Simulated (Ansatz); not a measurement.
Consider the formal exchange of groups at a B–F bond: `OCNBF` + CH₄ → `CBNCO` + H–F.

Calculated with Ansatz (gas phase, PBE0-D4/def2-TZVP geometries, no zero-point term in ΔE). CCSD(T)/CBS adds triple-zeta CCSD(T) − MP2 to the extrapolated MP2 energy (def2 sets, frozen cores). This one scheme is used for every species. Functionals use def2-TZVPP. B3LYP here is the variant with VWN-RPA as its local correlation; programs differ in this. One conformer a species, not always the lowest.

```
             level  ΔE (kJ/mol)  difference from CCSD(T)/CBS
            PBE-D4        123.2                          0.4
         r2SCAN-D4        133.7                         10.9
           PBE0-D4        123.9                          1.1
          B3LYP-D4        134.3                         11.5
           ωB97X-V        131.2                          8.4
           ωB97M-V        130.5                          7.7
            B2PLYP        135.6                         12.8
               PBE        126.4                          3.6
            r2SCAN        134.7                         11.9
              PBE0        126.8                          4.0
             B3LYP        139.4                         16.6
     HF/def2-TZVPP        151.6                         28.8
    MP2/def2-TZVPP        125.0                          2.2
SCS-MP2/def2-TZVPP        130.5                          7.7
   CCSD/def2-TZVPP        129.3                          6.5
CCSD(T)/def2-TZVPP        126.6                          3.8
     HF/def2-QZVPP        151.5                         28.7
    MP2/def2-QZVPP        122.8                          0.0
SCS-MP2/def2-QZVPP        128.4                          5.6
      HF/CBS(def2)        151.5                         28.7
     MP2/CBS(def2)        121.2                         -1.6
    CCSD/CBS(def2)        125.5                          2.7
       CCSD(T)/CBS        122.8                            0
```

Largest T1 diagnostic among the species: 0.012.

In def2-TZVPP, CCSD(T) changes the Hartree–Fock value by −25.0 kJ/mol (the triples alone add −2.7 kJ/mol) and MP2 by −26.7 kJ/mol. The D4 term adds −5.1 kJ/mol with B3LYP and −2.9 kJ/mol with PBE0; it sums over pairs of atoms, weighted by their polarisabilities, and B3LYP, whose exchange is more repulsive, gets the larger term.
